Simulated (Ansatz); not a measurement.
`C[O][SnH2][F]` + arsine → `[F][SnH2][AsH2]` + CH₃OH at 500 K and 1 bar (ligand exchange at the Sn–O bond).

Isolated molecules relaxed with PBE0-D4/def2-TZVP in Ansatz; ΔE leaves out vibrations. CBS: MP2 limit from def2 TZ/QZ plus the TZ coupled-cluster correction, frozen cores. This one scheme is used for every species. Elements past krypton have def2 core potentials. For As, Sn outer-core shells are correlated without core-valence functions, which leaves a few kJ/mol of doubt a bond. Scalar relativity is left out up to krypton. Each species was taken in one conformer, which may not be the lowest.

```csv
species,CCSD(T)/CBS energy (Eh),H − E (kJ/mol),S (J/(mol·K))
`C[O][SnH2][F]`,-430.07156,192.5,406.0
`[AsH3]`,-2236.79077,76.6,245.1
`[F][SnH2][AsH2]`,-2551.25762,121.4,400.8
CH₃OH,-115.61712,157.0,265.4
```

H − E and S are ideal-gas, rigid-rotor, harmonic terms from PBE0-D4/def2-TZVP, for one conformer and one mirror image of each species. 1 Eh = 2625.50 kJ/mol, R = 8.31446 J/(mol·K).

Q: By hand: ΔE, ΔH, ΔS and ΔG.

A: ΔE = (-2551.25762) + (-115.61712) − (-430.07156) − (-2236.79077) = -0.01241 Eh = -32.6 kJ/mol. Δ(H − E) = 121.4 + 157.0 − 192.5 − 76.6 = 9.3, so ΔH = -23.3 kJ/mol. ΔS = 400.8 + 265.4 − 406.0 − 245.1 = 15.1 J/(mol·K). ΔG = -23.3 − 500 × (15.1)/1000 = -30.9 kJ/mol.

Q: By hand: the equilibrium constant, and the temperature at which ΔG would vanish if ΔH and ΔS stayed fixed.

A: log₁₀ K = −ΔG/(RT ln 10) = 3.2. ΔH and −TΔS have one sign here, so there is no such temperature.

ΔH outweighs TΔS. A doubt of 5 kJ/mol in ΔE shifts log₁₀ K by 0.5 here. Other conformers and mirror images would add mixing entropy, several J/(mol·K) or more a flexible species. These are equilibria of isolated gas molecules and say nothing of rates. Largest T1 diagnostic: 0.014 (customary marks: 0.02 for closed shells, 0.045 for open ones).
